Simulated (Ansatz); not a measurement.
Reaction (formal exchange of groups at the Nb–Cl bond): `[O]=[Nb]([OH])([F])[Cl]` + CH₄ → `[CH3][Nb](=[O])([OH])[F]` + HCl

Calculated with Ansatz (gas phase, PBE0-D4/def2-TZVP geometries, no zero-point term in ΔE). CBS: MP2 limit from def2 TZ/QZ plus the TZ coupled-cluster correction, frozen cores. This one scheme is used for every species. DFT in def2-TZVPP. def2 core potentials past Kr. For Nb outer-core shells are correlated without core-valence functions, which leaves a few kJ/mol of doubt a bond. Each species was taken in one conformer, which may not be the lowest.

| level | ΔE (kJ/mol) |
| --- | --- |
| BHLYP | 180.4 |
| RPA@PBE/def2-TZVPP | 167.4 |
| HF/def2-SVP | 187.3 |
| HF/CBS(def2) | 184.1 |

(1) What does CCSD(T)/CBS give? (Best estimate.)

Largest T1 diagnostic among the species: 0.022, so the coupled-cluster value is less sure than usual.

## Answers

(1) Computed: +172.3 kJ/mol. The listed levels differ from it by 8.1, -4.9, 15.0, 11.8 kJ/mol.

At CCSD(T), def2-SVP lies +8.3 kJ/mol from the extrapolated value and def2-TZVPP −0.5 kJ/mol. Leaving LDA and LC-ωPBE aside and taking each functional with its dispersion term where it has one, the values, not all of them listed here, spread over 12.3 kJ/mol, from ωB97M-V to B97M-V. LDA lies −4.5 kJ/mol from PBE without D4.
